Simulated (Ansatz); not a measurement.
(KNH2)2 ring (K2N2H4). The state is a singlet with charge 0. Geometry r2SCAN-D4/def2-SVP, basis def2-TZVP, Ansatz.

Cartesian coordinates in Å:
```
K -1.731 0.362 0.288
N 0.470 0.947 1.637
K 1.732 -0.351 -0.295
N -0.470 -0.946 -1.637
H 0.701 1.940 1.788
H 0.559 0.589 2.599
H -0.562 -0.600 -2.603
H -0.699 -1.942 -1.776
```

```json
{"run": "A", "HOMO (eV)": "-3.04", "LUMO (eV)": "-0.45"}
{"run": "B", "HOMO (eV)": "-6.47", "LUMO (eV)": "-0.05"}
{"run": "C", "HOMO (eV)": "-5.53", "LUMO (eV)": "-0.12"}
{"run": "D", "HOMO (eV)": "-6.51", "LUMO (eV)": "0.51"}
{"run": "E", "HOMO (eV)": "-2.95", "LUMO (eV)": "-1.03"}
{"run": "F", "HOMO (eV)": "-6.86", "LUMO (eV)": "0.50"}
```

LC-ωPBE has ω = 0.4 bohr⁻¹.

Task: The runs used CAM-B3LYP, LC-ωPBE, PBE, r2SCAN, ωB97M-V, ωB97X-V. Estimate which is which.

Result: A r2SCAN (0 % exact exchange); B ωB97M-V (range-separated); C CAM-B3LYP (range-separated); D ωB97X-V (range-separated); E PBE (0 % exact exchange); F LC-ωPBE (range-separated). Exact exchange lowers occupied and raises empty levels; among semilocal functionals meta-GGAs tend to open the gap a little, and such runs are hard to tell apart. The gap grows from 1.92 eV (PBE) to 7.35 eV (LC-ωPBE).
